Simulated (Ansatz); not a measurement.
`C[OH+][Al-]([OH])([OH])[OH]` at its PBE0-D4/def2-TZVP geometry, where that method's forces vanish. Total charge 0; spin multiplicity 1.

```
atom    x (Å)    y (Å)    z (Å)
  C1   0.9178  -1.5356  -0.7259
  O2   0.1040  -0.9886   0.3189
 Al3  -0.5352   0.8481   0.2760
  O4   0.6571   1.5790  -0.7205
  O5  -0.3064   0.8994   1.9871
  O6  -2.1003   0.8346  -0.4136
  H7   1.2057  -2.5538  -0.4634
  H8   1.7904  -0.9056  -0.8984
  H9   0.3006  -1.5511  -1.6213
 H10   0.5435  -1.0271   1.1795
 H11   0.3854   2.0749  -1.4903
 H12  -0.0927   1.6994   2.4602
 H13  -2.8699   0.6264   0.1115
```

Question: For each bond, give half the difference of the two atoms' forces along it (eV/Å; positive pushes the atoms apart) under PBE-D4, r2SCAN-D4, B3LYP-D4, ωB97M-V in def2-TZVPP. (Best estimate.)

Answer: Ansatz gave: 
| bond | length (Å) | PBE-D4 | r2SCAN-D4 | B3LYP-D4 | ωB97M-V |
| --- | --- | --- | --- | --- | --- |
| C1–O2 | 1.433 | 0.24 | 0.36 | 0.34 | 0.29 |
| C1–H7 | 1.090 | 0.06 | -0.08 | -0.10 | -0.11 |
| C1–H8 | 1.090 | 0.07 | -0.07 | -0.09 | -0.11 |
| C1–H9 | 1.088 | 0.09 | -0.07 | -0.11 | -0.10 |
| O2–Al3 | 1.945 | -0.02 | -0.11 | -0.06 | -0.03 |
| O2–H10 | 0.967 | 0.33 | -0.03 | -0.07 | -0.12 |
| Al3–O4 | 1.717 | 0.08 | 0.00 | 0.03 | 0.04 |
| Al3–O5 | 1.727 | 0.06 | 0.01 | 0.03 | 0.05 |
| Al3–O6 | 1.710 | 0.05 | 0.00 | 0.01 | 0.03 |
| O4–H11 | 0.955 | 0.35 | 0.02 | 0.00 | -0.05 |
| O5–H12 | 0.954 | 0.35 | 0.02 | -0.01 | -0.05 |
| O6–H13 | 0.955 | 0.36 | 0.02 | 0.01 | -0.05 |

B3LYP here is the variant with VWN-RPA as its local correlation; programs differ in this.
